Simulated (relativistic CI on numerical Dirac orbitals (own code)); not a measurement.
## d7 in a ligand field

Computed with a parametric ligand-field model of a d^n configuration (Racah B and C, spin-orbit zeta, crystal field), exact diagonalisation.

Field parameters in Wybourne normalisation: Td as Oh with Dq negative (B⁴₀ = 21Dq, B⁴₄ = √(5/14) B⁴₀). The field is a parameter set, without covalency.

Task: Ground term and bands for B = 820, C = 3200, ζ = 0 cm⁻¹, Td, 10Dq = -820 cm⁻¹?

Result: Ground term 4A2 with 4.00 electrons in the two orbitals of the cubic e set. Spin-allowed: 4T2 820 cm⁻¹, 4T1 1467 cm⁻¹, 4T1 13293 cm⁻¹ (752 nm). Lowest spin-forbidden: 2E 13614 cm⁻¹ (735 nm), 2T1 13673 cm⁻¹ (731 nm), 2A1 13700 cm⁻¹ (730 nm). With an A2 ground term the first spin-allowed band lies at |10Dq| itself.

Task: Ground term and bands for B = 820, C = 3200, ζ = 0 cm⁻¹, Td, 10Dq = -11150 cm⁻¹?

Result: Ground term 4A2 with 4.00 electrons in the two orbitals of the cubic e set. Spin-allowed: 4T2 11150 cm⁻¹ (897 nm), 4T1 17606 cm⁻¹ (568 nm), 4T1 28144 cm⁻¹ (355 nm). Lowest spin-forbidden: 2E 15244 cm⁻¹ (656 nm), 2T1 16040 cm⁻¹ (623 nm), 2T2 21667 cm⁻¹ (462 nm). With an A2 ground term the first spin-allowed band lies at |10Dq| itself.

Task: Ground term and bands for B = 820, C = 3200, ζ = 0 cm⁻¹, Td, 10Dq = -8940 cm⁻¹?

Result: Ground term 4A2 with 4.00 electrons in the two orbitals of the cubic e set. Spin-allowed: 4T2 8940 cm⁻¹ (1119 nm), 4T1 14579 cm⁻¹ (686 nm), 4T1 24541 cm⁻¹ (407 nm). Lowest spin-forbidden: 2E 15107 cm⁻¹ (662 nm), 2T1 15889 cm⁻¹ (629 nm), 2T2 20881 cm⁻¹ (479 nm). With an A2 ground term the first spin-allowed band lies at |10Dq| itself.

Task: Ground term and bands for B = 820, C = 3200, ζ = 0 cm⁻¹, Td, 10Dq = -3770 cm⁻¹?

Result: Ground term 4A2 with 4.00 electrons in the two orbitals of the cubic e set. Spin-allowed: 4T2 3770 cm⁻¹ (2653 nm), 4T1 6564 cm⁻¹ (1523 nm), 4T1 17046 cm⁻¹ (587 nm). Lowest spin-forbidden: 2E 14577 cm⁻¹ (686 nm), 2T1 15136 cm⁻¹ (661 nm), 2A1 16650 cm⁻¹ (601 nm). With an A2 ground term the first spin-allowed band lies at |10Dq| itself.

Task: Ground term and bands for B = 820, C = 3200, ζ = 0 cm⁻¹, Td, 10Dq = -7460 cm⁻¹?

Result: Ground term 4A2 with 4.00 electrons in the two orbitals of the cubic e set. Spin-allowed: 4T2 7460 cm⁻¹ (1340 nm), 4T1 12420 cm⁻¹ (805 nm), 4T1 22260 cm⁻¹ (449 nm). Lowest spin-forbidden: 2E 14997 cm⁻¹ (667 nm), 2T1 15753 cm⁻¹ (635 nm), 2T2 20211 cm⁻¹ (495 nm). With an A2 ground term the first spin-allowed band lies at |10Dq| itself.
